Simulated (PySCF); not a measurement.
Species: C₂H₇FSi₂.
Bonds: F1–Si2, Si2–C3, C3–Si4, Si4–C5, Si2–C5. Hydrogens: H6 on Si2; H7, H8 on C3; H9, H10 on Si4; H11, H12 on C5.

The same species was optimised twice, with GFN2-xTB and with PBE0-D3(BJ)/def2-SVP (PySCF), and the same property calculations (PySCF, gas phase) were run on both structures.

```
    coordinate  GFN2-xTB  PBE0-D3(BJ)/def2-SVP  change
    Si2–H6 (Å)     1.452                 1.492  +0.040
    Si4–H9 (Å)     1.463                 1.494  +0.031
   Si4–H10 (Å)     1.465                 1.495  +0.030
    Si2–C5 (Å)     1.908                 1.885  -0.023
    Si2–C3 (Å)     1.908                 1.885  -0.023
     C3–H7 (Å)     1.087                 1.102  +0.015
    C5–H12 (Å)     1.087                 1.102  +0.015
    Si4–C5 (Å)     1.923                 1.909  -0.014
    C3–Si4 (Å)     1.924                 1.910  -0.014
    C5–H11 (Å)     1.087                 1.101  +0.014
     C3–H8 (Å)     1.087                 1.101  +0.014
    F1–Si2 (Å)     1.620                 1.631  +0.011
 C3–Si2–H6 (°)     121.8                 117.1    -4.7
 C5–Si2–H6 (°)     121.5                 117.1    -4.4
 C3–Si2–C5 (°)      88.6                  92.9    +4.3
Si2–C3–Si4 (°)      91.7                  87.7    -4.0
Si2–C5–Si4 (°)      91.7                  87.7    -4.0
 C3–Si4–C5 (°)      87.7                  91.4    +3.7
 F1–Si2–H6 (°)     103.4                 106.8    +3.4
  H7–C3–H8 (°)     106.6                 108.2    +1.6
```

Rotational constants: A = 5842, B = 2171, C = 1920 MHz (GFN2-xTB) against A = 5684, B = 2276, C = 1980 MHz (PBE0-D3(BJ)/def2-SVP). Point groups within 0.08 Å: Cs and Cs. Atoms that the bonding makes alike are paired by their places after alignment.

On the GFN2-xTB structure: F1s of F1 (eV) 691.95 [delta-SCF UKS SCAN, pcX-2 on the ionised atom, pcseg-1 elsewhere, spin-free X2C]; Si1s of Si2 (eV) 1847.46 [delta-SCF UKS SCAN, pcX-2 on the ionised atom, pcseg-1 elsewhere, spin-free X2C]; Si2p of Si2 (eV) 107.74 [delta-SCF UKS SCAN, pcX-2 on the ionised atom, pcseg-1 elsewhere, spin-free X2C]; Si1s of Si4 (eV) 1846.39 [delta-SCF UKS SCAN, pcX-2 on the ionised atom, pcseg-1 elsewhere, spin-free X2C]; Si2p of Si4 (eV) 106.83 [delta-SCF UKS SCAN, pcX-2 on the ionised atom, pcseg-1 elsewhere, spin-free X2C].

**Question.** What do these properties become on the PBE0-D3(BJ)/def2-SVP structure?

**Answer.** 
| property | level | on GFN2-xTB | on PBE0-D3(BJ)/def2-SVP | change |
| --- | --- | --- | --- | --- |
| F1s of F1 (eV) | delta-SCF UKS SCAN, pcX-2 on the ionised atom, pcseg-1 elsewhere, spin-free X2C | 691.95 | 691.98 | +0.03 |
| Si1s of Si2 (eV) | delta-SCF UKS SCAN, pcX-2 on the ionised atom, pcseg-1 elsewhere, spin-free X2C | 1847.46 | 1847.55 | +0.09 |
| Si2p of Si2 (eV) | delta-SCF UKS SCAN, pcX-2 on the ionised atom, pcseg-1 elsewhere, spin-free X2C | 107.74 | 107.82 | +0.08 |
| Si1s of Si4 (eV) | delta-SCF UKS SCAN, pcX-2 on the ionised atom, pcseg-1 elsewhere, spin-free X2C | 1846.39 | 1846.52 | +0.13 |
| Si2p of Si4 (eV) | delta-SCF UKS SCAN, pcX-2 on the ionised atom, pcseg-1 elsewhere, spin-free X2C | 106.83 | 106.94 | +0.11 |

The heavy atoms differ by 0.045 Å rms after alignment (one structure mirrored). Among all bonds Si2–H6 changes most (+0.040 Å). Changes are differences of the printed values. Neither structure is proved a minimum here.
